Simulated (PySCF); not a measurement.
This PySCF input asks for the NMR shieldings of `OCC(F)(F)[Si@@H]1C[SiH2][SiH2]1`, C$_{3}$H$_{10}$F$_{2}$OSi$_{3}$; the geometry comes from GFN2-xTB.

```python
import basis_set_exchange as bse
import numpy as np
from pyscf import gto, dft
from pyscf.prop import nmr

atoms = """
O     2.541967   -0.774884    0.748455
C     2.636405    0.169759   -0.290071
C     1.244422    0.664968   -0.639763
F     1.245175    1.238314   -1.881363
F     0.908894    1.702657    0.213466
Si   -0.044389   -0.778526   -0.440433
C    -1.689700   -0.098942   -1.186279
Si   -2.716938    0.364994    0.384847
Si   -1.025577   -0.631638    1.680794
H     2.333533   -0.313337    1.568526
H     3.307467    0.997598   -0.031564
H     3.037673   -0.356351   -1.158148
H     0.563068   -1.858202   -1.227283
H    -2.195620   -0.863543   -1.773734
H    -1.545853    0.740968   -1.863447
H    -4.058849   -0.234294    0.344426
H    -2.926363    1.811723    0.495541
H    -1.309721   -1.915423    2.336570
H    -0.315399    0.143411    2.712000
"""
names = dict.fromkeys(["O", "C", "F", "Si", "H"], "pcSseg-1")
basis = {el: gto.basis.parse(bse.get_basis(n, elements=[el], fmt="nwchem")) for el, n in names.items()}
mol = gto.M(atom=atoms, basis=basis, charge=0, verbose=0)
mf = dft.RKS(mol, xc="PBE0")
mf.grids.level = 2
mf.grids.alignment = dft.numint.BLKSIZE   # the property module wants whole blocks of grid points
mf.conv_tol = 1e-9
mf.kernel()

calc = nmr.RKS(mf)   # GIAO
C = mf.mo_coeff
Co = C[:, mf.mo_occ > 0]
resp = mf.gen_response(singlet=True, hermi=2)
def vind(x):   # induced exchange potential for any number of trial vectors
    d = np.einsum("pi,xij,qj->xpq", C, 2 * x.reshape(-1, C.shape[1], Co.shape[1]), Co, optimize=True)
    return np.einsum("xpq,pi,qj->xij", resp(d - d.transpose(0, 2, 1)), C, Co, optimize=True).ravel()
mo1, _ = nmr.rhf.solve_mo1(calc, with_cphf=vind)
sigma = calc.kernel(mo1)
for i, s in enumerate(sigma):   # ppm
    w = np.linalg.eigvalsh((s + s.T) / 2)
    print("%2d %-2s iso %8.1f  s11 %8.1f  s22 %8.1f  s33 %8.1f" % (i, mol.atom_pure_symbol(i), w.mean(), *w))
```

**Question.** What are the results?

**Answer.** 
```
 0 O  iso    300.3  s11    267.9  s22    308.6  s33    324.4
 1 C  iso    114.1  s11     91.3  s22    111.6  s33    139.5
 2 C  iso     47.1  s11     32.2  s22     52.8  s33     56.4
 3 F  iso    304.6  s11    192.7  s22    317.7  s33    403.2
 4 F  iso    302.4  s11    198.1  s22    334.1  s33    375.0
 5 Si iso    369.7  s11    332.1  s22    355.5  s33    421.6
 6 C  iso    190.0  s11    169.2  s22    196.1  s33    204.8
 7 Si iso    409.1  s11    376.8  s22    379.6  s33    470.9
 8 Si iso    420.5  s11    341.7  s22    413.9  s33    506.1
 9 H  iso     30.8  s11     24.1  s22     27.2  s33     41.2
10 H  iso     27.4  s11     23.4  s22     27.0  s33     31.8
11 H  iso     27.8  s11     24.0  s22     27.5  s33     31.8
12 H  iso     26.6  s11     22.9  s22     25.7  s33     31.4
13 H  iso     31.0  s11     26.1  s22     28.4  s33     38.5
14 H  iso     30.6  s11     25.7  s22     28.5  s33     37.7
15 H  iso     27.0  s11     23.5  s22     24.7  s33     32.9
16 H  iso     27.0  s11     24.1  s22     25.0  s33     32.0
17 H  iso     27.2  s11     24.3  s22     25.0  s33     32.4
18 H  iso     27.3  s11     23.8  s22     26.1  s33     32.1
```

These numbers come from an equivalent density-fitted implementation of the same equations, which agrees with the script to about 0.01 ppm for H and up to a few tenths of a ppm for heavy atoms, so last digits may differ.

**Question.** Turn these shieldings into chemical shifts. Referencing at the same level of theory: 17O (336.08 ppm) against H2O; TMS for 13C (186.93 ppm), 29Si (349.16 ppm), 1H (31.72 ppm); CFCl3 for 19F (170.95 ppm).

**Answer.** Averaging equivalent atoms: O 0: 35.8; C 2: 139.8; C 1: 72.8; C 6: -3.1; F 4: -131.4; F 3: -133.6; Si 5: -20.6; Si 7: -59.9; Si 8: -71.4; H 12: 5.07; H 15: 4.70; H 16: 4.69; H 17: 4.50; H 18: 4.37; H 10: 4.31; H 11: 3.94; H 14: 1.08; H 9: 0.91; H 13: 0.70 ppm. Unscaled 19F shifts against computed CFCl3 carry errors that often reach 10 to 50 ppm. Experimental scales use liquid or dissolved standards, which lie at an offset from isolated H2O (liquid H2O: subtract about 36 ppm).

Size and cost of the density-fitted run: 224 basis functions, 92 s wall time on 1 thread of an Arm Neoverse N1, shared host; peak memory 1.1 GiB.
